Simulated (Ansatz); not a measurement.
One geometry of Sn(vinyl)3(NMe2) (C8H15NSn), several levels of theory.

```yaml
crystal:
  periodic: [false, false, false]
  atoms:
    - {symbol: Sn, position_ang: [0.086552, 0.199833, -0.000905]}
    - {symbol: C, position_ang: [0.019476, 0.120889, 2.164312]}
    - {symbol: C, position_ang: [-0.462339, 1.141492, 2.898454]}
    - {symbol: H, position_ang: [0.391156, -0.784898, 2.677816]}
    - {symbol: H, position_ang: [-0.845622, 2.068208, 2.434145]}
    - {symbol: H, position_ang: [-0.499551, 1.106951, 4.003444]}
    - {symbol: C, position_ang: [2.136392, 0.371958, -0.636673]}
    - {symbol: C, position_ang: [3.116865, 0.749064, 0.205103]}
    - {symbol: H, position_ang: [2.378208, 0.157686, -1.693784]}
    - {symbol: H, position_ang: [2.921909, 0.972119, 1.269654]}
    - {symbol: H, position_ang: [4.167113, 0.853081, -0.124751]}
    - {symbol: C, position_ang: [-1.093621, 1.868148, -0.683027]}
    - {symbol: C, position_ang: [-0.521317, 2.977000, -1.188995]}
    - {symbol: H, position_ang: [-2.195420, 1.822188, -0.599069]}
    - {symbol: H, position_ang: [0.574518, 3.079421, -1.292085]}
    - {symbol: H, position_ang: [-1.119769, 3.842724, -1.527969]}
    - {symbol: N, position_ang: [-0.642568, -1.505874, -0.934298]}
    - {symbol: C, position_ang: [-2.073512, -1.718536, -0.972864]}
    - {symbol: C, position_ang: [0.114759, -2.728535, -0.770654]}
    - {symbol: H, position_ang: [-2.343975, -2.396707, -1.818626]}
    - {symbol: H, position_ang: [-2.611837, -0.762899, -1.144538]}
    - {symbol: H, position_ang: [-2.501749, -2.185368, -0.045450]}
    - {symbol: H, position_ang: [1.205966, -2.520675, -0.775142]}
    - {symbol: H, position_ang: [-0.114225, -3.296154, 0.171514]}
    - {symbol: H, position_ang: [-0.087398, -3.431157, -1.615613]}
basis:
  gaussian: {orbitals: def2-TZVP, fitting: {mean_field: def2-universal-jkfit}, initial_orbitals: start.molden}
hamiltonian: {xc: {name: wB97X-V}}
scf: {omitted_lower_state_checks: [starts]}
output: {orbitals: {seedname: orbitals}}
```

The file start.molden holds the orbitals of an earlier run on this structure, at another level or in another basis.

```sh
$ ansatz run in.yaml --threads 2 --pin off --events-out ev --progress --plain --max-ram 22528MiB --backend cuda --devices 0, --max-vram 18GiB
```

Shortened log:

```
Functional definition: wB97X-V
1165 factors; integrals over basis functions are off by at most 4.3e-1 eV
1165 factors; integrals over basis functions are off by at most 3.5e-7 eV
mean field evaluation 1: about -15859.6124 eV, gradient 1.2e1 eV
mean field evaluation 2: about -15859.7322 eV, gradient 2.0e-1 eV
mean field evaluation 4: about -15859.7496 eV, gradient 5.0e-4 eV
mean field -15859.74963540 eV, -582.8350489765 hartree, gradient 1.7e-5 eV, S^2 0.000000; 0 other end points of the search recorded, 0 dependent functions left out
reference -15859.74963219 eV, -582.8350488587 hartree; 46, 46 occupied and 373, 373 virtual orbitals, 1165 factors
Total energy: -15859.74963219 eV, -582.8350488587 hartree
Checks for a lower state left out: starts
```

It took 6 s on 2 threads of AMD EPYC 7R13 on a shared host and a share (18 GiB) of an NVIDIA H100 80GB HBM3, peak host memory 0.99 GiB.

Geometry: PBE-D4/def2-SVP.

In the def2 sets Sn takes a core potential; there is no spin–orbit coupling. Single mean-field runs in def2-TZVP are fitted with def2-universal-jkfit.
